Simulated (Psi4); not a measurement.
Pair of molecules, SMILES C=O with SMILES [H][H], pulled apart as rigid monomers along the line of their centres of mass from the B3LYP-D3(BJ)/def2-TZVP minimum (SMILES order as in the coordinates).
Starting geometry (charge 0, multiplicity 1):
```xyz
6

C     -0.351    -0.507     0.042
O      0.329     0.242    -0.602
H     -1.403    -0.274     0.296
H      0.035    -1.474     0.419
H      0.135     0.377     2.958
H     -0.306    -0.119     3.295
```

Method: SAPT0/jun-cc-pV(D+d)Z (Psi4).

```csv
C1···H5 (Å),electrostatics (kcal/mol),exchange (kcal/mol),induction (kcal/mol),dispersion (kcal/mol),total
2.79,-0.76,…,-0.21,-0.50,0.10
3.09,-0.38,0.54,-0.08,-0.26,-0.17
3.53,-0.18,0.11,…,-0.11,-0.20
4.28,-0.07,0.01,0.00,-0.03,-0.11
5.50,-0.03,0.00,0.00,-0.01,-0.04
```

Q: Complete the blanks.

A: 
- 3.53, induction (kcal/mol): -0.02
- 2.79, exchange (kcal/mol): 1.56
